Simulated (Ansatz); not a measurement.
C2H7Cl2FO3W, SMILES `C[O][W]([OH])([F])([Cl])([Cl])[O]C`, 16 atoms. Total charge 0; spin multiplicity 1. Correlated methods include outer-core shells of W, which these sets cover unevenly. W takes the def2 core potential. Hardware: A = 4 threads of an AMD EPYC 7R13 on a shared host and a share of an NVIDIA H100 80 GB; B = 4 threads of an AMD EPYC 7R13 on a shared host. Correlated methods freeze the cores.

Q: How many basis functions does each run have, and how long does it take in Ansatz? RKS BLYP-D4/def2-TZVPP energy [A]; RKS B97M-V/def2-TZVPP energy [A]; RKS ωB97M-V/def2-SVP energy [B]; RKS PBE0-D4/def2-QZVPP energy [A]; RKS PBE-D4/def2-TZVPP energy and forces [A]; RKS B3LYP-D4/def2-TZVPP energy and forces [A]; RHF-MP2/def2-QZVPP energy [A]; direct RPA on PBE orbitals/def2-TZVPP energy [A]; RKS ωB97M-V/def2-QZVPP energy [A]; RHF-CCSD(T)/def2-TZVPP energy [A]; RKS PBE0-D4/def2-TZVP relaxation (54 steps) [A]; RKS PBE0-D4/def2-TZVP frequencies [A]. (Best estimate.)

A: Computed: Other jobs shared the machine, so times are rough.

| level | job | functions | wall time | peak host memory (GiB) |
| --- | --- | --- | --- | --- |
| RKS BLYP-D4/def2-TZVPP | energy [A] | 424 | 2.6 s | 0.97 |
| RKS PBE-D4/def2-TZVPP | energy and forces [A] | 424 | 2.7 s | 0.97 |
| RKS B3LYP-D4/def2-TZVPP | energy and forces [A] | 424 | 4.6 s | 1.1 |
| RHF-MP2/def2-QZVPP | energy [A] | 773 | 4.7 s | 1.4 |
| RKS PBE0-D4/def2-QZVPP | energy [A] | 773 | 4.8 s | 1.4 |
| RKS B97M-V/def2-TZVPP | energy [A] | 424 | 5 s | 1.1 |
| RKS ωB97M-V/def2-QZVPP | energy [A] | 773 | 6 s | 1.5 |
| direct RPA on PBE orbitals/def2-TZVPP | energy [A] | 424 | 7.5 s | 2.1 |
| RKS ωB97M-V/def2-SVP | energy [B] | 187 | 13 s | 1 |
| RHF-CCSD(T)/def2-TZVPP | energy [A] | 424 | 35 s | 0.94 |
| RKS PBE0-D4/def2-TZVP | relaxation (54 steps) [A] | 342 | 100 s | 1.1 |
| RKS PBE0-D4/def2-TZVP | frequencies [A] | 342 | 2.7 min | 1.1 |

B3LYP here is the variant with VWN-RPA as its local correlation; programs differ in this.
